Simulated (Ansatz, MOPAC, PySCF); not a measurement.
Isomers of C3H3F. Gas-phase values, no solvent. Strings in code marks are SMILES.

Quantity: electronic energy of isomers of C3H3F relative to `C#CCF`, in kJ/mol. The restricted reference of `C=C=CF` is unstable towards unrestricted orbitals. Semi-empirical values (MOPAC) are differences of heats of formation.

Level 1: frozen-core MP2/cc-pVTZ // PBE0-D3(BJ)/def2-TZVP (Ansatz, a program for electronic structure)
Level 2: PBE/6-31G* // PBE0-D3(BJ)/def2-TZVP (PySCF)
Level 3: HF/STO-3G // PBE0-D3(BJ)/def2-TZVP (PySCF)
Level 4: AM1 // PBE0-D3(BJ)/def2-TZVP (MOPAC)

```json
[
 {"species": "`C=C=CF`", "level 1": "16.12", "level 2": "-33.35", "level 3": "37.50", "level 4": "1.11"},
 {"species": "`FC1=CC1`", "level 1": "88.8", "level 2": "37.86", "level 3": "79.7", "level 4": "140.6"},
 {"species": "`CC#CF`", "level 1": "40.33", "level 2": "11.71", "level 3": "-17.82", "level 4": "24.73"}
]
```
